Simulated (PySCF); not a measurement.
BrH₄InN₂. Atoms are numbered in the order given.

```xyz
8

In    -0.7019    -0.0358     0.0000
Br     1.8137     0.0105     0.0000
N     -1.5788     0.1604    -1.8324
H     -0.9920    -0.1626    -2.6012
H     -2.5000    -0.2652    -1.9307
N     -1.5788     0.1604     1.8324
H     -2.5000    -0.2652     1.9307
H     -0.9920    -0.1626     2.6012
```

Coordinates come from a B3LYP-D3(BJ)/def2-SVP optimisation. The def2 effective core potentials stand for the cores of In; spin–orbit coupling is left out. One conformer was computed; it need not be the lowest.

Computed with PBE0/def2-TZVP in PySCF.

ESP charges are fitted to the potential on shells at 1.4 to 2.0 van der Waals radii. Atomic charges (e):

```tsv
atom	Mulliken	Löwdin	ESP fit
In1	0.88	0.14	0.70
Br2	-0.41	0.04	-0.30
N3	-0.73	-0.40	-0.76
H4	0.25	0.16	0.26
H5	0.24	0.15	0.30
N6	-0.73	-0.40	-0.76
H7	0.24	0.15	0.30
H8	0.25	0.16	0.26
```
